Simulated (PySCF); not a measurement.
CH5BSe.

```xyz
8

B     -0.6688     0.9954     0.0000
H     -1.8730     1.0856     0.0000
C      0.2542     2.2555     0.0000
H      0.0127     2.8809    -0.8775
H      0.0127     2.8809     0.8775
H      1.3353     2.0555     0.0000
Se     0.1026    -0.7615     0.0000
H     -1.1568    -1.5213     0.0000
```

Geometry optimised at PBE0-D3(BJ)/def2-SVP. One conformer was computed; it need not be the lowest.

The numbers are results of B3LYP/pcSseg-1 (PySCF), not measurements. Non-relativistic, no solvent.

Question: Give the absolute GIAO shielding of each atom: isotropic value and principal components (ppm). (An estimate is asked for; the answer gives what the named calculation found.)

Answer: 
| atom | σ(iso) | σ11 | σ22 | σ33 | span |
|---|---|---|---|---|---|
| B1 | 15.4 | -66.5 | -5.7 | 118.3 | 184.8 |
| H2 | 23.7 | 18.4 | 24.3 | 28.2 | 9.8 |
| C3 | 165.8 | 143.3 | 175.2 | 178.8 | 35.4 |
| H4 | 30.2 | 27.0 | 27.5 | 36.2 | 9.2 |
| H5 | 30.2 | 27.0 | 27.5 | 36.2 | 9.2 |
| H6 | 30.2 | 26.3 | 30.7 | 33.4 | 7.1 |
| Se7 | 1565.0 | 986.2 | 1809.4 | 1899.3 | 913.1 |
| H8 | 28.1 | 21.0 | 23.4 | 39.9 | 18.9 |
